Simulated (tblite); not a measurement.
Compound: C6H8NO (doublet state).
Geometry (GFN2-xTB, Å), atoms numbered from 1 in this order:
```xyz
16
C6H8NO angstrom
C     -2.359    0.403   -0.697
C     -0.949   -0.008   -1.092
C     -0.360   -1.192   -0.344
C      0.644   -0.389    0.195
C      1.768   -0.695    1.102
N      2.545    0.378    1.398
O      1.989   -1.801    1.548
C      0.188    0.766   -0.445
H     -3.078   -0.333   -1.049
H     -2.441    0.477    0.385
H     -2.608    1.369   -1.132
H     -0.870   -0.086   -2.180
H     -0.637   -2.220   -0.253
H      3.334    0.253    2.010
H      2.356    1.289    1.023
H      0.470    1.799   -0.481
```

Computed with GFN2-xTB (tblite): harmonic, unscaled wavenumbers at the GFN2-xTB geometry, gas phase. The method is semi-empirical: single wavenumbers can be off by several per cent or more. One conformer, not necessarily the lowest. Open shells enter through the occupations alone, without spin polarisation, and single modes of such species can be off by tens of per cent.

Harmonic wavenumbers (cm⁻¹): 36.1, 97.8, 153.6, 196.9, 256.8, 291.7, 308.8, 391.1, 456.2, 503.3, 551.1, 584.3, 609.4, 663.7, 715.4, 863.1, 915.4, 995.5, 1019.8, 1035.5, 1038.0, 1085.0, 1104.6, 1178.8, 1199.2, 1266.2, 1277.7, 1309.0, 1400.8, 1444.0, 1489.4, 1494.8, 1549.6, 1740.4, 2933.7, 3029.6, 3034.7, 3040.9, 3141.8, 3178.7, 3477.6, 3556.8.

A = 5361, B = 1221, C = 1059 MHz; mass 110.061 u (most abundant isotopes); point group C1, symmetry number 1; spin multiplicity 2.

Question: Zero-point energy?

Answer: ½Σν̃ = 27308 cm⁻¹ = 78.08 kcal/mol.

Question: Give the ideal-gas entropy at 200 K and 1 bar in the rigid-rotor, harmonic-oscillator model (classical rotation).

Answer: Translation 38.05, rotation 27.04, vibration 15.21, spin (R ln 2) 1.38: S = 81.7 cal/(mol K).

Question: And Cp and H(200 K) − H(0)?

Answer: Cp = 25.35 cal/(mol K), of which vibrations give 17.40 (their classical limit is 42 R = 83.5); H(200 K) − H(0) = 3.26 kcal/mol without the zero-point energy, 1.67 from vibrations.

Question: Which modes carry the vibrational entropy at 200 K?

Answer: 36.1 cm⁻¹: 4.67; 97.8 cm⁻¹: 2.73; 153.6 cm⁻¹: 1.89; 196.9 cm⁻¹: 1.45; 256.8 cm⁻¹: 1.03; 291.7 cm⁻¹: 0.84 cal/(mol K); the other 36 give 2.60 together.

Question: Blend soft modes into free rotors: weight 1/[1 + (100 cm⁻¹/ν̃)⁴] for the oscillator and the rest for a rotor with moment μB/(μ + B), μ = h/(8π²ν), B = 10⁻⁴⁴ kg m². What vibrational entropy results?

Answer: 13.97 cal/(mol K) in place of 15.21, which changes −T·S at 200 K by +0.25 kcal/mol.

Question: How do the functions run with temperature in this model?

Answer: 
| T (K) | S (cal/(mol K)) | Cp (cal/(mol K)) | H − H(0) (kcal/mol) | G − H(0) (kcal/mol) | ln q(vib) |
| --- | --- | --- | --- | --- | --- |
| 100 | 67.6 | 16.3 | 1.18 | -5.58 | 1.42 |
| 300 | 93.6 | 34.2 | 6.24 | -21.85 | 5.58 |
| 500 | 114.9 | 49.4 | 14.69 | -42.75 | 9.92 |
| 800 | 141.5 | 63.5 | 31.83 | -81.35 | 16.18 |
| 1000 | 156.3 | 69.5 | 45.16 | -111.17 | 20.06 |

q(vib) and H(0) count from the zero-point level.

Question: What must be added to the electronic energy to get the Gibbs energy at 200 K and 1 bar?

Answer: ZPE + [H(200 K) − H(0)] − T·S = 78.08 + 3.26 − 16.33 = 65.01 kcal/mol.

Hindered rotation and anharmonicity are outside this model. Other conformers, if any are populated, would add a mixing term that is left out. The structure is chiral; the term R ln 2 for an equal mix with its mirror image is left out.
